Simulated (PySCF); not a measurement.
Si(F)(Me)2(SH) (C₂H₇FSSi), SMILES C[Si](F)(S)C.

The structure is a stationary point at B3LYP-D3(BJ)/def2-SVP. Other conformers were not sampled.

Calculation: PBE/def2-TZVP (PySCF).

The molecule is in vacuum.

- total energy = -867.64386 hartree
- highest occupied level = -6.14 eV
- lowest empty level = -0.67 eV
- orbital gap = 5.47 eV
- dipole moment = 2.76 D
- quadrupole, principal values (traceless, Buckingham form, about the centre of nuclear charge) = -1.20, 0.32, 0.88 D·Å
- mean static polarisability = 69.5 bohr³ (10.30 Å³)
- polarisability, principal values = 60.6, 68.5, 79.5 bohr³
